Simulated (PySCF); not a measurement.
Se(I)(SMe) (CH₃ISSe), SMILES S(C)[Se]I.

Coordinates come from a PBE0-D3(BJ)/def2-SVP optimisation. The structure was generated by enumeration, and PubChem lists no compound with its InChIKey, so it may never have been made. The def2 effective core potentials stand for the cores of I; spin–orbit coupling is left out. The values are those of a single conformer.

Method: PySCF with PBE0-D3(BJ)/def2-SVP.

Frequencies are harmonic and unscaled.

| mode | ν (cm⁻¹) | IR (km/mol) | Raman (Å⁴/amu) | depolarisation | moving atoms (share of kinetic energy) |
|---|---|---|---|---|---|
| 1 | 68 | 1.7 | 6.3 | 0.59 | C 48 %, H 19 %, I 17 %, Se 14 % |
| 2 | 126 | 0.5 | 5.3 | 0.49 | S 44 %, H 32 %, I 10 %, Se 8 % |
| 3 | 167 | 0.3 | 3.4 | 0.29 | H 72 %, S 19 % |
| 4 | 224 | 0.8 | 3.7 | 0.75 | C 38 %, H 22 %, Se 21 %, S 17 % |
| 5 | 230 | 12.8 | 15.8 | 0.19 | Se 62 %, I 29 % |
| 6 | 418 | 16.2 | 5.4 | 0.34 | S 70 %, Se 27 % |
| 7 | 717 | 1.7 | 9.1 | 0.29 | C 57 %, S 31 %, H 13 % |
| 8 | 959 | 2.2 | 6.2 | 0.68 | H 82 %, C 16 % |
| 9 | 963 | 5.1 | 4.8 | 0.75 | H 78 %, C 18 % |
| 10 | 1322 | 4.6 | 3.4 | 0.70 | H 86 %, C 14 % |
| 11 | 1429 | 14.6 | 18.9 | 0.73 | H 96 % |
| 12 | 1445 | 12.0 | 10.4 | 0.73 | H 96 % |
| 13 | 3062 | 8.0 | 190.8 | 0.07 | H 98 % |
| 14 | 3179 | 0.3 | 90.4 | 0.64 | H 90 %, C 10 % |
| 15 | 3196 | 1.0 | 65.6 | 0.73 | H 90 %, C 10 % |
